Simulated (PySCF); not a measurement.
# ORD: SMILES ClC[C@@H]1CC[C@@H]1Br, C₅H₈BrCl

Geometry (Å), atoms numbered from 1 in this order:
```xyz
15

Cl    0.086   -0.293    2.995
C     0.823    0.202    1.448
C    -0.265    0.535    0.446
C    -1.054   -0.698   -0.041
C    -0.285   -0.661   -1.372
C     0.226    0.731   -1.000
Br    2.132    1.066   -1.273
H     1.439   -0.631    1.109
H     1.453    1.068    1.655
H    -0.870    1.359    0.829
H    -0.918   -1.592    0.561
H    -2.117   -0.502   -0.157
H    -0.878   -0.715   -2.282
H     0.508   -1.404   -1.424
H    -0.285    1.542   -1.517
```

Method used: TDDFT wB97X-D/def2-SVPD circular dichroism and optical rotation, one conformer, gas phase (PySCF). Geometry: GFN2-xTB.

The molecule is flexible and this is one conformer; a measurement averages over conformers. The calculation is non-relativistic, which matters for the atoms heavier than Zn.

Stereocentres: C3 S, C6 S.

Q: Give the optical rotatory dispersion at 633, 589.3, 546, 436, 405, 365, 355 nm.

A: [α] in deg dm⁻¹ (g/mL)⁻¹:
```csv
λ (nm),origin-invariant length gauge,modified velocity gauge,length gauge (centre of mass),isotropic polarisability (au)
633,-68.2,-69.3,-68.4,93.7
589.3,-79.3,-80.8,-79.6,94.0
546,-93.5,-95.1,-93.8,94.4
436,-153.2,-156.2,-153.8,96.1
405,-181.1,-184.7,-181.7,96.8
365,-230.6,-235.5,-231.4,98.1
355,-246.2,-251.6,-247.1,98.5
```

Q: And for the mirror image at 589.3 nm?

A: +79.3 deg dm⁻¹ (g/mL)⁻¹ (origin-invariant length gauge): the same size and the opposite sign.

Q: What is the molar rotation [Φ] = [α]·M/100 of the geometry above at 589.3 nm?

A: With M = 183.47 g/mol, -145.6 deg cm² dmol⁻¹ (origin-invariant length gauge).

The first excitation lies at 6.18 eV (201 nm) with R = -0.7 × 10⁻⁴⁰ esu² cm² (velocity form).
